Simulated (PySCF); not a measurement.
**Fractional electron number in B²⁺ (boron, charge +2)**

The 2s alpha orbital of [He] 2s1 is emptied in steps (occupation f), with all orbitals relaxed, ending at 1s2. Computed with PySCF 2.14 in aug-cc-pVTZ (5s4p3d2f, 46 functions), with the non-relativistic Hamiltonian (point nucleus). The exact energy is a straight line in f; departures are measured from the line between the end points of the same method.

```tsv
f	UHF (eV)	LDA (eV)	PBE (eV)	PBE0 (eV)	LC-wPBE (eV)	BHandHLYP (eV)	BLYP (eV)	TPSS (eV)
1	0.000	0.000	0.000	0.000	0.000	0.000	0.000	0.000
0.8	0.001	-0.870	-0.891	-0.659	-0.181	-0.488	-0.941	-0.848
0.6	0.001	-1.270	-1.315	-0.968	-0.257	-0.729	-1.398	-1.244
0.4	0.001	-1.216	-1.286	-0.944	-0.241	-0.730	-1.380	-1.211
0.2	0.001	-0.748	-0.830	-0.606	-0.153	-0.496	-0.908	-0.788
0	0.000	0.000	0.000	0.000	0.000	0.000	0.000	0.000
```

| method | E(f=0) − E(f=1) (eV) | −ε at f=1 (eV) | −ε at f=0.4 (eV) |
| --- | --- | --- | --- |
| UHF | 37.815 | 37.819 | 37.815 |
| LDA | 37.892 | 32.352 | 39.244 |
| PBE | 38.282 | 32.639 | 39.520 |
| PBE0 | 38.223 | 34.042 | 39.150 |
| LC-wPBE | 38.363 | 37.172 | 38.639 |
| BHandHLYP | 38.354 | 35.295 | 38.943 |
| BLYP | 38.430 | 32.505 | 39.677 |
| TPSS | 38.153 | 32.758 | 39.333 |

Orbital energy along the path (eV):

| f | UHF | LDA | PBE | PBE0 | LC-wPBE | BHandHLYP | BLYP | TPSS |
| --- | --- | --- | --- | --- | --- | --- | --- | --- |
| 1 | -37.819 | -32.352 | -32.639 | -34.042 | -37.172 | -35.295 | -32.505 | -32.758 |
| 0.8 | -37.817 | -34.727 | -35.004 | -35.811 | -37.731 | -36.535 | -34.941 | -35.056 |
| 0.6 | -37.816 | -37.047 | -37.312 | -37.525 | -38.225 | -37.754 | -37.345 | -37.272 |
| 0.4 | -37.815 | -39.244 | -39.520 | -39.150 | -38.639 | -38.943 | -39.677 | -39.333 |
| 0.2 | -37.813 | -41.141 | -41.578 | -40.647 | -38.955 | -40.103 | -41.870 | -41.168 |
| 0 | -37.812 | -40.989 | -41.856 | -40.758 | -39.112 | -42.391 | -44.511 | -41.760 |

As f goes to zero the orbital energy of a semilocal functional can turn back, because the density of that orbital vanishes from the exchange-correlation potential.

Reference removal energy between the ground levels: 37.931 eV (measured; NIST Atomic Spectra Database, ionization energies). UHF lacks correlation.
